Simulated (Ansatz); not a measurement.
Zr₂S₂⁺ (the lowest doublet isomer of a short search) was relaxed with B3LYP-D4 (def2-SVP) in Ansatz in these states: charge +1 doublet, charge +1 quartet. The geometries follow in no particular order.

In the def2 sets Zr takes a core potential; there is no spin–orbit coupling.

A:

Cartesian coordinates in Å:
```
Zr -0.4685 -1.1082 0.9166
Zr 0.5541 1.3504 -0.3961
S -1.7044 0.5494 -0.2988
S 1.6187 -0.7916 -0.2217
```

B:

```xyz
4

Zr   -0.5252   -0.8456    0.9675
Zr    1.0730    0.8027   -0.3631
S    -1.0634    1.4461    0.5143
S     0.5155   -1.4032   -1.1188
```

**Question.** Judge from the bond lengths which geometry belongs to which state (an estimate).

**Answer.** A is the charge +1 quartet (Zr1–Zr2 2.969 Å, Zr1–S4 2.398 Å, Zr1–S3 2.398 Å); B is the charge +1 doublet (Zr1–Zr2 2.654 Å, Zr1–S4 2.397 Å, Zr1–S3 2.397 Å).

At PBE0-D4/def2-TZVP a doublet lies 0.37 eV below the charge +1 quartet. These are the stationary points nearest to one start from a short search; other shapes may lie lower in each state.
